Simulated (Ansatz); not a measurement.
Gas-phase electronic energies from Ansatz, PBE0-D4/def2-TZVP geometries. CBS: MP2 limit from def2 TZ/QZ plus the TZ coupled-cluster correction, frozen cores. Functionals use def2-TZVPP. B3LYP here is the variant with VWN-RPA as its local correlation; programs differ in this. Elements past krypton have def2 core potentials. For In, Sb outer-core shells are correlated without core-valence functions, which leaves a few kJ/mol of doubt a bond. One conformer a species, not always the lowest.

Consider the substitution at a C–C bond: `C[CH2][SbH][OH]` + `[OH][In]([OH])[O][SiH3]` → `C[O][In]([OH])[O][SiH3]` + `[CH3][SbH][OH]`.

| level | ΔE (kJ/mol) | difference from CCSD(T)/CBS |
| --- | --- | --- |
| PBE-D4 | 50.6 | -5.7 |
| r2SCAN-D4 | 50.3 | -6.0 |
| PBE0-D4 | 52.6 | -3.7 |
| B3LYP-D4 | 46.6 | -9.7 |
| ωB97X-V | 49.1 | -7.2 |
| ωB97M-V | 52.2 | -4.1 |
| B2PLYP | 51.0 | -5.3 |
| PBE | 50.9 | -5.4 |
| r2SCAN | 50.6 | -5.7 |
| PBE0 | 53.1 | -3.2 |
| B3LYP | 46.8 | -9.5 |
| HF/def2-TZVPP | 42.7 | -13.6 |
| MP2/def2-TZVPP | 60.5 | 4.2 |
| SCS-MP2/def2-TZVPP | 55.3 | -1.0 |
| CCSD/def2-TZVPP | 53.0 | -3.3 |
| CCSD(T)/def2-TZVPP | 53.6 | -2.7 |
| HF/def2-QZVPP | 42.5 | -13.8 |
| MP2/def2-QZVPP | 62.0 | 5.7 |
| SCS-MP2/def2-QZVPP | 56.9 | 0.6 |
| HF/CBS(def2) | 42.5 | -13.8 |
| MP2/CBS(def2) | 63.2 | 6.9 |
| CCSD/CBS(def2) | 55.7 | -0.6 |
| CCSD(T)/CBS | 56.3 | 0 |

Largest T1 diagnostic among the species: 0.016.

In def2-TZVPP, CCSD(T) changes the Hartree–Fock value by +10.8 kJ/mol (the triples alone add +0.6 kJ/mol) and MP2 by +17.7 kJ/mol.
